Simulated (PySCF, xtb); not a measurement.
HfCl₂, SMILES [Cl][Hf][Cl] (connectivity only; charge and spin as stated), neutral, multiplicity 3.

Harmonic wavenumbers (cm⁻¹) from GFN2-xTB run with xtb at its own minimum, in rising order: 23, 325, 401.

Problem. What does PBE-D3(BJ)/def2-TZVP run with PySCF give at its own minimum? (Estimate from the structure and the level; the computed values follow.)

Solution. 41, 349, 362. Paired by order, the mean absolute difference is 27 cm⁻¹ and the zero-point energies are 1.1 and 1.1 kcal/mol.
